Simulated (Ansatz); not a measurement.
Two structures of BNH$_{4}$F$_{2}$, closed shell, reached by relaxing down either side of one saddle point (PBE0-D4/def2-TZVP). Energies are electronic, without zero-point energy. Ansatz 0.2.0; basis: def2-TZVPP and def2-QZVPP; cores frozen in the correlated methods. Extrapolation: Hartree–Fock as exp(−7.88 √X), correlation as X^−2.97. First:

| atom | x (Å) | y (Å) | z (Å) |
| --- | --- | --- | --- |
| B1 | -0.1681 | -0.3398 | -0.7599 |
| H2 | 0.6800 | 0.0420 | -1.5406 |
| F3 | -0.1349 | -1.6896 | -0.4796 |
| F4 | -1.4399 | 0.1334 | -1.0059 |
| H5 | 0.1947 | 1.3708 | 0.6474 |
| N6 | 0.2128 | 0.3583 | 0.7132 |
| H7 | -0.4765 | 0.0628 | 1.4002 |
| H8 | 1.1320 | 0.0623 | 1.0252 |

Second:

```csv
atom,x (Å),y (Å),z (Å)
B1,-0.4917,-0.6978,-0.0013
H2,0.9548,1.1457,-2.0377
F3,0.2821,-1.6348,-0.5406
F4,-1.5720,-0.3248,-0.6805
H5,1.1481,1.4749,-1.3962
N6,-0.1850,-0.1320,1.2335
H7,-0.7588,0.5726,1.6592
H8,0.6226,-0.4037,1.7635
```

Question: Which bonds change from the first to the second?

Answer: BHF₂ ([F][BH][F]) + NH₃ → BNH₂F₂ ([NH2][B]([F])[F]) + H₂; bonds formed: H2–H5; dative contacts that become bonds: B1–N6; bonds broken: B1–H2, H5–N6.

Question: Give the saddle point's structure and its height above each. (An estimate is asked for; the value comes from the calculation.)

Answer: By the calculation: 182.1 kJ/mol above the first and 197.0 kJ/mol above the second (CCSD(T) at an estimated basis limit (MP2 extrapolated from triple and quadruple zeta, plus CCSD(T) − MP2 in triple zeta)).
```csv
atom,x (Å),y (Å),z (Å)
B1,-0.2213,-0.3678,-0.5134
H2,0.5175,0.5961,-1.2706
F3,0.3800,-1.5521,-0.7453
F4,-1.5077,-0.2169,-0.8876
H5,0.5943,0.8137,-0.2672
N6,0.1207,0.2627,0.8605
H7,-0.6294,0.7166,1.3609
H8,0.7460,-0.2523,1.4628
```

The T1 diagnostic stays at or below 0.012. The end structure is not quite a true minimum (one mode of 28i cm⁻¹).

The step is the kind of exchange with an N–H group that builds nitride films in atomic layer and chemical vapour deposition.

Labels in which every atom is bracketed show which atoms are joined, not bond orders.

For scale, one of the runs: CCSD(T)/def2-TZVPP, 180 basis functions, launched by `ansatz run in.yaml --threads 2 --pin off --events-out ev --progress --plain --max-ram 4352MiB`. Hardware: 2 CPU threads of an Arm Neoverse V2, shared host. Wall time 51 s; peak host memory 1.9 GiB.
